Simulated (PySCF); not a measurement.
tantalum atom (Ta), quartet (core potentials on Ta).

The PySCF input:
```python
from pyscf import gto, scf

mol = gto.M(
    atom='''
Ta    0.00000000    0.00000000    0.00000000
''',
    basis='lanl2dz',
    ecp={'Ta': 'lanl2dz'},
    spin=3,
    verbose=4,
)

mf = scf.UHF(mol)
mf = mf.density_fit(auxbasis='def2-universal-jkfit')
mf.kernel()
```

What does this run give for the dipole moment, total energy, HOMO energy, <S^2>, number of basis functions?


The dipole moment is 0.00 D, the total energy comes out as -57.097652 Ha and the HOMO energy is -6.16 eV. The <S^2> is 3.752 and the number of basis functions comes out as 22.

These values belong to the state on which the SCF converged, which isn't shown to be the lowest.
